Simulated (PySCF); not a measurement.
SnBr₂, SMILES [Br][Sn][Br] (connectivity only; charge and spin as stated), neutral, multiplicity 1. Geometry: ωB97X-D3(BJ)/def2-SVP. The isomer is the one that the SMILES or the coordinates give; other isomers of the formula were not compared. The def2 effective core potentials stand for the cores of Sn; spin–orbit coupling is left out.

Method: ωB97X-D3(BJ)/def2-SVP in PySCF 2.14.0.

Harmonic wavenumbers (cm⁻¹): 82, 262, 267. Rotational constants (GHz): 2.765, 0.8781, 0.6665; symmetry number 2.

Work out the zero-point energy and the ideal-gas rigid-rotor harmonic-oscillator thermochemistry at 298.15 K and 1 atm.

ZPE = ½ Σ hcν = ½ × 612 cm⁻¹ = 3.66 kJ/mol. H − E(el) = 18.04 kJ/mol. Entropy in J/(mol K): translation 178.95, rotation 118.40, vibration 29.68, total 327.03. G − E(el) = -79.46 kJ/mol. Cp = 56.01 J/(mol K). Modes under 150 cm⁻¹ make the vibrational entropy uncertain.
